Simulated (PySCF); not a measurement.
TlCl, SMILES [Cl][Tl].

The structure is a stationary point at B3LYP-D3(BJ)/def2-TZVP. The def2 effective core potentials stand for the cores of Tl; spin–orbit coupling is left out.

All values below come from IEF-PCM-B3LYP/def2-TZVPD (PySCF).

The values are the electrostatic part of the solvation free energy, E(continuum) − E(gas) at the gas-phase geometry, in a cavity of scaled van der Waals radii (PySCF's table); cavitation and dispersion terms are not included. A continuum can't describe solvent molecules that bind to the metal. In vacuum the orbital gap is 5.22 eV. The dipole moment in vacuum is 4.75 D.

| solvent | ε | ΔG(elec) (kcal/mol) | dipole (D) | gap (eV) |
|---|---|---|---|---|
| water | 78.36 | -10.6 | 6.97 | 5.91 |
| ethylethanoate | 5.99 | -8.1 | 6.44 | 5.75 |
| 2-propanol | 19.26 | (withheld) | (withheld) | (withheld) |

Question: Fill in the missing entries. (An estimate is asked for; the answer gives what the named calculation found.)

Answer: 
- 2-propanol, ΔG(elec) (kcal/mol): -9.9
- 2-propanol, dipole (D): 6.82
- 2-propanol, gap (eV): 5.87
